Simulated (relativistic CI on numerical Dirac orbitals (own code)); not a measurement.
**Spin-allowed bands of a d3 ion in an octahedral site, by hand**

Problem. A d3 ion in an octahedral site has a 4A2 ground term and spin-allowed bands at ν1 = 10400 and ν2 = 16256 cm⁻¹ (from a computed ligand-field model). Find Δ and the Racah parameter B, and predict the third band.

Working.
1. The F term splits into A2 (−1.2Δ), T2 (−0.2Δ) and T1 (+0.6Δ), so ν1 = E(T2) − E(A2) = Δ = 10400 cm⁻¹.
2. T1(F) mixes with T1(P), which lies at 15B, through an element 0.4Δ. The two roots, counted from A2, are ν2,3 = ½(15B + 3Δ) ∓ ½√[(15B − Δ)² + 12BΔ].
3. Solving the lower root for B gives B = (2ν1² + ν2² − 3ν1ν2)/(15ν2 − 27ν1) = -26609664/-36960 = 720 cm⁻¹.
4. The sum of the roots is 15B + 3Δ, so ν3 = 15B + 3ν1 − ν2 = 25743 cm⁻¹ (388 nm).

Check. The bands were computed by exact diagonalisation of the d3 shell with B = 720 and Δ = 10400 cm⁻¹, which gives ν3 = 25744 cm⁻¹. C does not enter the terms of highest spin.
